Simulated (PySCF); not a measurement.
Isomers of H4B2N2. Isolated molecules, 0 K electronic values unless said otherwise. One relaxed conformer stands for each flexible species; it need not be the lowest. Strings in code marks are SMILES.

These are B3LYP-D3(BJ)/def2-TZVP // PBE0-D4/def2-TZVP (PySCF 2.14.0) values and carry that method's errors. All candidates: neutral, multiplicity 1. B3LYP has the VWN-RPA correlation part, as in Gaussian. Delta-SCF ions had no search for a lower state. Excitations are Tamm–Dancoff values on a coarser integration grid. The basis has no diffuse functions, so Rydberg states are missing or too high.

- vertical ionisation energy (Delta-SCF) = 10.23 eV
- brightest of the four lowest singlets (TDA) = 5.97 eV
- S1 excitation (TDA) = 5.39 eV

Question: Name which member has these values.
A) `N=BBN`
B) `B=NBN`
C) `BNB=N`

Answer: A, `N=BBN`. The others give `BNB=N`: 10.06 eV, 6.07 eV, 6.07 eV; `B=NBN`: 9.93 eV, 6.25 eV, 5.70 eV
